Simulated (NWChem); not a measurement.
System: C2H4Br2; SMILES CC(Br)Br

Results from NWChem. Medium grid unless said otherwise, to which SCAN and Minnesota functionals are sensitive. The geometry was optimised at PBE0/def2-SVP. Total energies of different functionals are on different scales.

```json
[
 {"level": "LDA (Slater exchange, VWN5)/def2-TZVPD", "energy (Ha)": "-5219.1363", "highest occupied level (eV)": "-6.87", "orbital gap (eV)": "4.69", "dipole (D)": "1.96"},
 {"level": "PBE/def2-TZVPD", "energy (Ha)": "-5226.0810", "highest occupied level (eV)": "-6.72", "orbital gap (eV)": "4.73", "dipole (D)": "1.92"},
 {"level": "BLYP/def2-TZVPD", "energy (Ha)": "-5226.9669", "highest occupied level (eV)": "-6.56", "orbital gap (eV)": "4.65", "dipole (D)": "1.90"},
 {"level": "TPSS/def2-TZVPD", "energy (Ha)": "-5226.7941", "highest occupied level (eV)": "-6.83", "orbital gap (eV)": "4.95", "dipole (D)": "1.97"},
 {"level": "r2SCAN/def2-TZVPD", "energy (Ha)": "-5226.8833", "highest occupied level (eV)": "-7.02", "orbital gap (eV)": "5.22", "dipole (D)": "2.03"},
 {"level": "B3LYP/def2-TZVPD", "energy (Ha)": "-5227.0212", "highest occupied level (eV)": "-7.72", "orbital gap (eV)": "6.42", "dipole (D)": "1.96"},
 {"level": "PBE0/def2-TZVPD", "energy (Ha)": "-5226.2707", "highest occupied level (eV)": "-7.98", "orbital gap (eV)": "6.94", "dipole (D)": "1.99"},
 {"level": "M06-2X/def2-TZVPD", "energy (Ha)": "-5226.9974", "highest occupied level (eV)": "-9.18", "orbital gap (eV)": "8.91", "dipole (D)": "2.00"},
 {"level": "CAM-B3LYP/def2-TZVPD", "energy (Ha)": "-5227.1649", "highest occupied level (eV)": "-9.30", "orbital gap (eV)": "9.28", "dipole (D)": "1.98"},
 {"level": "Hartree-Fock/def2-TZVPD", "energy (Ha)": "-5222.9222", "highest occupied level (eV)": "-10.85", "orbital gap (eV)": "12.30", "dipole (D)": "2.16"}
]
```
